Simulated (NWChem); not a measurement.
System: C3H5 cation

Input file for NWChem:

```
start job
memory heap 200 mb stack 900 mb global 1100 mb
charge 1
geometry units angstroms noautoz
  C     -1.191619     0.000000     0.207259
  C      0.000000     0.000000    -0.498564
  C      1.191619     0.000000     0.207259
  H     -2.154686     0.000000    -0.300896
  H     -1.206228     0.000000     1.296434
  H      0.000000     0.000000    -1.585153
  H      2.154686     0.000000    -0.300896
  H      1.206228     0.000000     1.296434
end
basis spherical
  * library def2-svp
end
dft
  xc m06-l
  iterations 150
  mulliken
end
task dft gradient
```

Excerpt of the output:

```
             Northwest Computational Chemistry Package (NWChem) 7.3.0
             --------------------------------------------------------

 C2V symmetry detected

                             Geometry "geometry" -> ""
                             -------------------------

 Output coordinates in angstroms (scale by  1.889725989 to convert to a.u.)

  No.       Tag          Charge          X              Y              Z
 ---- ---------------- ---------- -------------- -------------- --------------
    1 C                    6.0000    -1.19161900     0.00000000     0.21153522
    2 C                    6.0000     0.00000000     0.00000000    -0.49428778
    3 C                    6.0000     1.19161900     0.00000000     0.21153522
    4 H                    1.0000    -2.15468600     0.00000000    -0.29661978
    5 H                    1.0000    -1.20622800     0.00000000     1.30071022
    6 H                    1.0000     0.00000000     0.00000000    -1.58087678
    7 H                    1.0000     2.15468600     0.00000000    -0.29661978
    8 H                    1.0000     1.20622800     0.00000000     1.30071022

 Effective nuclear repulsion energy (a.u.)      65.1527482104

      Symmetry information
      --------------------

 Group name             C2v
 Group number             16
 Group order               4
 No. of unique centers     5

                                 NWChem DFT Module
                                 -----------------

 Summary of "ao basis" -> "ao basis" (spherical)
 ------------------------------------------------------------------------------
       Tag                 Description            Shells   Functions and Types
 ---------------- ------------------------------  ------  ---------------------
 C                          def2-svp                 6       14   3s2p1d
 H                          def2-svp                 3        5   2s1p

      Symmetry analysis of basis
      --------------------------

        a1         28
        a2          7
        b1         22
        b2         10

            General Information
            -------------------
          SCF calculation type: DFT
          Wavefunction type:  closed shell.
          No. of atoms     :     8
          No. of electrons :    22
           Alpha electrons :    11
            Beta electrons :    11
          Charge           :     1
          Spin multiplicity:     1
          Use of symmetry is: on ; symmetry adaption is: on
          Maximum number of iterations: 150
          AO basis - number of functions:    67
                     number of shells:    33
          Convergence on energy requested:  1.00D-06
          Convergence on density requested:  1.00D-05
          Convergence on gradient requested:  5.00D-04

              XC Information
              --------------
                        M06-L Method XC Functional
                         M06-L Exchange Functional  1.000
                       M06-L Correlation Potential  1.000

             Grid Information
             ----------------
          Grid used for XC integration:  medium
          Radial quadrature: Mura-Knowles
          Angular quadrature: Lebedev.
          Tag              B.-S. Rad. Rad. Pts. Rad. Cut. Ang. Pts.
          ---              ---------- --------- --------- ---------
          C                   0.70       49          10.0       434
          H                   0.35       45          11.0       434
          Grid pruning is: on
          Number of quadrature shells:   233
          Spatial weights used:  Erf1

      Superposition of Atomic Density Guess
      -------------------------------------

 Sum of atomic energies:        -115.37082663

 Renormalizing density from      23.00 to     22

      Non-variational initial energy
      ------------------------------

 Total energy =    -113.369699
 1-e energy   =    -269.583498
 2-e energy   =      91.061050
 HOMO         =      -0.755781
 LUMO         =      -0.506895

      Symmetry analysis of molecular orbitals - initial
      -------------------------------------------------

  Numbering of irreducible representations:

     1 a1          2 a2          3 b1          4 b2

  Orbital symmetries:

     1 a1          2 a1          3 b1          4 a1          5 b1
     6 a1          7 a1          8 b1          9 b1         10 a1
    11 b2         12 a2         13 b2         14 a1         15 a1
    16 b1         17 a1         18 b1         19 a1         20 b1
    21 a1

     ---------------------------------------------
      Total Density - Mulliken Population Analysis
     ---------------------------------------------

    Atom       Charge   Shell Charges
 -----------   ------   -------------------------------------------------------
    1 C    6     5.89   1.99  1.07  0.25  1.89  0.65  0.03
    2 C    6     6.40   1.99  1.07  0.19  2.29  0.82  0.04
    3 C    6     5.89   1.99  1.07  0.25  1.89  0.65  0.03
    4 H    1     0.76   0.61  0.12  0.02
    5 H    1     0.77   0.62  0.13  0.02
    6 H    1     0.76   0.62  0.12  0.03
    7 H    1     0.76   0.61  0.12  0.02
    8 H    1     0.77   0.62  0.13  0.02

   convergence    iter        energy       DeltaE   RMS-Dens  Diis-err
 ---------------- ----- ----------------- --------- --------- ---------
 d= 0,ls=0.0,diis     1   -116.7937861029 -1.82D+02  1.41D-02  5.08D-01
 d= 0,ls=0.0,diis     2   -116.7702591275  2.35D-02  9.46D-03  5.91D-01
 d= 0,ls=0.0,diis     3   -116.8494896358 -7.92D-02  2.15D-03  3.46D-02
 d= 0,ls=0.0,diis     4   -116.8534531794 -3.96D-03  6.71D-04  4.47D-03
 d= 0,ls=0.0,diis     5   -116.8540764909 -6.23D-04  8.04D-05  2.50D-05
  Resetting Diis
 d= 0,ls=0.0,diis     6   -116.8540802439 -3.75D-06  1.18D-05  6.73D-07
 d= 0,ls=0.0,diis     7   -116.8540803360 -9.21D-08  3.43D-06  1.27D-08

         Total DFT energy =     -116.854080335988
      One electron energy =     -278.502256202589
           Coulomb energy =      114.221977065670
    Exchange-Corr. energy =      -17.726549409500
 Nuclear repulsion energy =       65.152748210431

 Numeric. integr. density =       21.999994467822

                  Occupations of the irreducible representations
                  ----------------------------------------------

                     irrep           alpha         beta
                     --------     --------     --------
                     a1                6.0          6.0
                     a2                0.0          0.0
                     b1                4.0          4.0
                     b2                1.0          1.0

                       DFT Final Molecular Orbital Analysis
                       ------------------------------------

 Vector    9  Occ=2.000000D+00  E=-6.088565D-01  Symmetry=b1
              MO Center=  1.6D-15, -3.7D-17,  9.2D-02, r^2= 3.2D+00
   Bfn.  Coefficient  Atom+Function         Bfn.  Coefficient  Atom+Function
  ----- ------------  ---------------      ----- ------------  ---------------
     4      0.324099  1 C  px                32      0.324099  3 C  px
    43     -0.289258  4 H  s                 58      0.289258  7 H  s
    18     -0.208737  2 C  px                48      0.148697  5 H  s
    63     -0.148697  8 H  s                  6      0.144987  1 C  pz
    34     -0.144987  3 C  pz                 7      0.128032  1 C  px

 Vector   10  Occ=2.000000D+00  E=-5.892518D-01  Symmetry=a1
              MO Center=  9.1D-16, -1.4D-16, -2.2D-01, r^2= 2.6D+00
   Bfn.  Coefficient  Atom+Function         Bfn.  Coefficient  Atom+Function
  ----- ------------  ---------------      ----- ------------  ---------------
    53     -0.338423  6 H  s                 20      0.332784  2 C  pz
     6     -0.255105  1 C  pz                34     -0.255105  3 C  pz
    48     -0.229122  5 H  s                 63     -0.229122  8 H  s
    43      0.130282  4 H  s                 58      0.130282  7 H  s
    23      0.109573  2 C  pz                 9     -0.091643  1 C  pz

 Vector   11  Occ=2.000000D+00  E=-5.566285D-01  Symmetry=b2
              MO Center= -2.1D-15, -1.5D-16, -1.2D-01, r^2= 1.7D+00
   Bfn.  Coefficient  Atom+Function         Bfn.  Coefficient  Atom+Function
  ----- ------------  ---------------      ----- ------------  ---------------
    19      0.412016  2 C  py                 5      0.314327  1 C  py
    33      0.314327  3 C  py                22      0.236820  2 C  py
     8      0.155983  1 C  py                36      0.155983  3 C  py

 Vector   12  Occ=0.000000D+00  E=-4.141290D-01  Symmetry=a2
              MO Center=  1.8D-15, -2.0D-16,  2.1D-01, r^2= 2.5D+00
   Bfn.  Coefficient  Atom+Function         Bfn.  Coefficient  Atom+Function
  ----- ------------  ---------------      ----- ------------  ---------------
     5      0.472079  1 C  py                33     -0.472079  3 C  py
     8      0.342109  1 C  py                36     -0.342109  3 C  py
    24     -0.038657  2 C  d -2

[...]

                         DFT ENERGY GRADIENTS

    atom               coordinates                        gradient
                 x          y          z           x          y          z
   1 C      -2.251833   0.000000   0.399744   -0.005272   0.000000   0.004915
   2 C       0.000000   0.000000  -0.934068    0.000000   0.000000  -0.008845
   3 C       2.251833   0.000000   0.399744    0.005272   0.000000   0.004915
   4 H      -4.071766   0.000000  -0.560530    0.003762   0.000000   0.001655
   5 H      -2.279440   0.000000   2.457986    0.000105   0.000000  -0.004415
   6 H       0.000000   0.000000  -2.987424    0.000000   0.000000   0.004536
   7 H       4.071766   0.000000  -0.560530   -0.003762   0.000000   0.001655
   8 H       2.279440   0.000000   2.457986   -0.000105   0.000000  -0.004415
```

Level: M06-L/def2-SVP. All runs use the structure optimised with B3LYP/6-31G* (spherical d).
